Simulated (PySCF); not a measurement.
Ga(H)2(vinyl) (C2H5Ga), SMILES C=[CH][GaH2].

Geometry: TPSSh-D3(BJ)/def2-SVP.

Method: C-PCM-PBE0/def2-SVP (PySCF).

The values are the electrostatic part of the solvation free energy, E(continuum) − E(gas) at the gas-phase geometry, in a cavity of scaled van der Waals radii (PySCF's table); cavitation and dispersion terms are not included. A continuum can't describe solvent molecules that bind to the metal. In vacuum the orbital gap is 6.32 eV. The dipole moment in vacuum is 0.86 D.

Question: Estimate the values in water (ε = 78.36), diethylether (ε = 4.24), N,N-dimethylformamide (ε = 37.22). (The exact figures need the calculation; the answer reports its results.)

Answer: 
| solvent | ε | ΔG(elec) (kcal/mol) | dipole (D) | gap (eV) |
|---|---|---|---|---|
| water | 78.36 | -2.4 | 1.04 | 6.45 |
| diethylether | 4.24 | -1.8 | 0.99 | 6.42 |
| N,N-dimethylformamide | 37.22 | -2.4 | 1.03 | 6.45 |
